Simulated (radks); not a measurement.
All-electron atom: the krypton ion Kr10+ in [Ar] 3d8 (the NIST ground configuration).

All-electron calculation, scalar-relativistic Kohn-Sham, BLYP, spin-polarised, spherical densities, finite nucleus; open shells are filled with parallel spins first; Fermi nuclear charge, rms radius 4.1884 fm. Program: a radial shooting solver on a logarithmic mesh with Libxc functionals.

Energy parts (hartree):
part                       energy
total                 -2753.66561
kinetic                2817.77040
electron-nucleus      -6426.66116
Hartree                 945.22567
exchange-correlation    -90.00053

Orbitals (lengths in bohr, moments of r in powers of bohr; r(max) is where P^2 peaks):
orbital  occ.  eigenvalue (hartree)   r(max)      <r>
1s up       1             -528.8478  0.02708  0.04149
1s down     1             -528.8473  0.02708  0.04149
2s up       1             -76.92206   0.1542   0.1834
2s down     1             -76.82984   0.1542   0.1833
2p up       3             -69.00067   0.1234   0.1600
2p down     3             -68.93139   0.1233   0.1599
3s up       1             -17.49694   0.4612   0.5167
3s down     1             -17.36132   0.4617   0.5177
3p up       3             -14.95302   0.4553   0.5208
3p down     3             -14.81755   0.4559   0.5222
3d up       5             -10.77836   0.3959   0.5093
3d down     3             -10.63256   0.3972   0.5120

The highest occupied level is 3d down at -289.33 eV. The electron density at the nucleus is 5.012e+04 e/bohr^3 (large components only). Spin moment in Bohr magnetons: 2. The spin density at the nucleus is -1.389 e/bohr^3 (1s -0.124, 2s -3.774, 3s 2.509). For comparison, the ionisation energy in NIST's Atomic Spectra Database is 308 eV (theoretical). In exact Kohn-Sham theory the highest level is minus the ionisation energy, but local and semilocal functionals leave it too shallow, through self-interaction and a potential that decays too fast; potentials with the right tail come closer.
